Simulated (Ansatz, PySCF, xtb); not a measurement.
Protons, H atoms and electrons added to or taken from [SeH2]. Gas-phase values, no solvent. Strings in code marks are SMILES.

Quantity: proton affinity at 298 K, in kJ/mol. Thermal and zero-point terms are GFN2-xTB rigid-rotor harmonic values (xtb).

Level 1: B3LYP-D3(BJ)/def2-TZVP // PBE0-D4/def2-TZVP (PySCF)
Level 2: PBE-D3(BJ)/def2-TZVP // PBE0-D4/def2-TZVP (PySCF)
Level 3: frozen-core MP2/cc-pVTZ // PBE0-D4/def2-TZVP (Ansatz, a program for electronic structure)
Level 4: PBE/6-31G* // PBE0-D4/def2-TZVP (PySCF)

```
species                         level 1  level 2  level 3  level 4
------------------------------  -------  -------  -------  -------
proton added at Se1: `[SeH3+]`    723.6    724.9    719.7    725.1
```
